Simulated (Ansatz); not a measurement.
Consider the formal exchange of groups at the Si–C bond: `N[SiH2]C=S` + `C[O][SnH3]` → `N[SiH2][O][SnH3]` + `CC=S`.

Gas-phase electronic energies from Ansatz, PBE0-D4/def2-TZVP geometries. CCSD(T)/CBS is the MP2 limit (def2-TZVPP, def2-QZVPP) plus CCSD(T) − MP2 in def2-TZVPP, frozen cores. DFT in def2-TZVPP. Elements past krypton have def2 core potentials. For Sn outer-core shells are correlated without core-valence functions, which leaves a few kJ/mol of doubt a bond. One conformer a species, not always the lowest.

```
             level  ΔE (kJ/mol)  difference from CCSD(T)/CBS
            PBE-D4       -193.7                         15.4
           PBE0-D4       -202.1                          7.0
           ωB97X-V       -205.1                          4.0
           ωB97M-V       -208.1                          1.0
            B2PLYP       -208.4                          0.7
               PBE       -193.3                         15.8
            r2SCAN       -208.0                          1.1
     HF/def2-TZVPP       -218.3                         -9.2
    MP2/def2-TZVPP       -215.7                         -6.6
SCS-MP2/def2-TZVPP       -212.2                         -3.1
   CCSD/def2-TZVPP       -209.8                         -0.7
CCSD(T)/def2-TZVPP       -208.1                          1.0
     HF/def2-QZVPP       -219.7                        -10.6
    MP2/def2-QZVPP       -216.7                         -7.6
SCS-MP2/def2-QZVPP       -213.3                         -4.2
     MP2/CBS(def2)       -216.6                         -7.5
       CCSD(T)/CBS       -209.1                            0
```

Largest T1 diagnostic among the species: 0.016.

From PBE to PBE0 (25 % exact exchange), in def2-TZVPP and without D4, ΔE moves by −8.4 kJ/mol.
